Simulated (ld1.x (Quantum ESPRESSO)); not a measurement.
## Si: one change to a TM potential, before and after

- Element: Si
- Generator: ld1.x (Quantum ESPRESSO) 7.5
- Type: norm-conserving Troullier–Martins (Kleinman–Bylander form)
- Functional: PBE
- Relativity: non-relativistic
- Frozen core: [Ne]
- Valence charge: 4
- Reference configuration: 3s2 3p1.5 (charge +0.5)
- Partial waves: 3s (bound): rc 1.75 bohr; 3p (bound): rc 1.55 bohr
- Local potential: all-electron potential smoothed inside 1.50 bohr (lloc = -1)
- Core correction: a·sin(br)/r model core, default radius (core density twice the valence density)

Change: core correction none.

Cutoffs: the cutoffs (Ry, on a coarse ladder) from which the occupation-weighted sum of valence levels, in a spherical-Bessel basis at the reference potential, stays within 10 and 1 mRy of its value at 400 Ry; they do not see the model core or the augmentation charge, which bear on the density cutoff. Errors are all-electron minus pseudo energies relative to the spin-unpolarised reference configuration.

Problem. Predict the effect on cutoff, ghosts and configuration errors.

Solution. The potential gets neither clearly harder nor softer (30 Ry and 45 Ry → 30 Ry and 45 Ry); of the 7 tests that both files solve, the error grows in 3 and shrinks in 3 by more than 15 % and 0.3 meV (median size 4.5 → 4.9 meV); neither file shows a bound ghost. The default core radius of the base comes out at 1.13 bohr.

```tsv
quantity	base	changed
cutoff, loose	30 Ry	30 Ry
cutoff, tight	45 Ry	45 Ry
bound ghosts	none	none
error for 3s2 3p2, meV [ΔE -2.93 eV]	+0.7	+0.2
error for 3s2 3p1, meV [ΔE 4.82 eV]	+1.2	+0.3
error for 3s2 3p0, meV [ΔE 20.83 eV]	+16	+4.9
error for 3s1 3p3, meV [ΔE 3.83 eV]	+0.8	+3.4
error for 3s0 3p4, meV [ΔE 10.74 eV]	+4.5	+16
error for 3s1 3p2, meV [ΔE 12.19 eV]	+5.4	+9.1
error for 3s1 3p0, meV [ΔE 54.73 eV]	+71	+80
s: phases at 1.90 bohr within 0.05 rad from the reference energy up to (Ry; the scan ends near 5)	2.0	2.0
p: phases at 1.90 bohr within 0.05 rad from the reference energy up to (Ry; the scan ends near 5)	3.1	3.1
```
